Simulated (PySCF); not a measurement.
**Radial density of I (iodine, neutral)**

PW91, [Kr] 4d10 5s2 5p5, 2P determinant. Calculation: PySCF 2.14, in def2-TZVPPD with the def2 core potential (28 electrons) (7s6p4d2f, 59 functions); a scalar-relativistic core potential. This is the valence pseudo-density: the core potential removes the inner electrons and smooths the orbitals near the nucleus.

```tsv
r (bohr)	4πr²ρ (e/bohr)	4πr²(ρα − ρβ)
0.00208	1.465e-05	0.0000
0.00351	4.041e-05	0.0000
0.00590	0.0001068	0.0000
0.00992	0.0002552	0.0000
0.0167	0.0005171	0.0000
0.0281	0.0009104	0.0000
0.0472	0.001412	0.0000
0.0794	0.003729	0.0000
0.134	0.02759	0.0001
0.225	0.3460	0.0013
0.378	5.174	0.0260
0.636	26.16	0.0969
1.07	14.24	0.0205
1.80	4.755	0.5099
3.02	1.661	0.2743
5.09	0.1190	0.0160
8.56	0.0008703	0.0001
```

Energies and moments cover only the electrons outside the core potential.
